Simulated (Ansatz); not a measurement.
Geometry optimisation, RKS PBE-D4/6-31G* in Ansatz 0.2.0.

input.yaml

```yaml
crystal:
  periodic: [false, false, false]
  atoms:
    - { symbol: B, position_ang: [0.0, 0.0, 0.0] }
    - { symbol: H, position_ang: [0.0, 0.0, 1.54] }
    - { symbol: C, position_ang: [1.3856, 0.0, -0.8] }
    - { symbol: H, position_ang: [1.7152, -1.0462, -0.9702] }
    - { symbol: H, position_ang: [1.2491, 0.508, -1.7774] }
    - { symbol: H, position_ang: [2.1552, 0.5381, -0.2082] }
    - { symbol: "N", position_ang: [-1.3423, 0.0, -0.775] }
    - { symbol: H, position_ang: [-2.0112, -0.8164, -0.6764] }
    - { symbol: H, position_ang: [-1.5914, 0.8164, -1.4036] }
    - { symbol: F, position_ang: [-0.2026, 1.5239, 0.5108] }
    - { symbol: H, position_ang: [-0.1143, 0.86, 1.4996] }
basis:
  gaussian: { orbitals: "6-31G*" }
hamiltonian:
  xc: pbe
  dispersion: d4
relax:
  f_tol: 0.15
  max_steps: 25
  restrain:
    - { distance: [0, 9], at: 2.52, k: 30.0 }
    - { distance: [10, 1], at: 1.86, k: 30.0 }
    - { distance: [0, 1], at: 1.19, k: 30.0 }
    - { distance: [10, 9], at: 0.92, k: 30.0 }
```

Launched with:

```bash
$ ansatz run input.yaml --threads 1 --pin off --max-ram 2048MiB --backend cpu --events-out ev --progress --plain --runs-dir out
```

Problem. Where does it end, and by what steps?

Solution. The run converged. The restraints hold the end off the free minimum. After 12 steps the energy has fallen by 2.940 eV (the restraints' own energy left out); F10 moved furthest, 0.82 Å. Parted: B1–F10 (1.62 → 2.53 Å). Joined: B1–H2 (1.54 → 1.20 Å), F10–H11 (1.19 → 0.94 Å).

| step | energy less start (eV) | largest force component (eV/Å) | accepted |
| --- | --- | --- | --- |
| 0 | 0.0000 | 3.330 | yes |
| 1 | -0.7548 | 2.240 | yes |
| 2 | -1.3488 | 2.623 | yes |
| 3 | -1.8388 | 2.660 | yes |
| 4 | -2.4743 | 0.920 | yes |
| 5 | -2.7538 | 0.852 | yes |
| 6 | -2.8663 | 0.614 | yes |
| 7 | -2.8974 | 0.786 | yes |
| 8 | -2.8982 | 0.764 | yes |
| 9 | -2.9266 | 0.736 | yes |
| 10 | -2.9400 | 0.587 | yes |
| 11 | -2.9383 | 0.716 | yes |
| 12 | -2.9401 | 0.685 | yes |

```xyz
11
Properties=species:S:1:pos:R:3
B -0.070 -0.199 -0.111
H -0.125 -0.602 1.023
C 1.320 0.030 -0.820
H 1.920 -0.901 -0.811
H 1.237 0.369 -1.868
H 1.907 0.786 -0.267
N -1.296 -0.135 -0.788
H -2.195 -0.306 -0.343
H -1.377 0.163 -1.760
F 0.048 2.001 1.135
H -0.127 1.177 1.550
```

Time of the run: 29 s on 1 thread of Arm Neoverse V2, with other jobs on the host, peak memory 0.15 GiB.
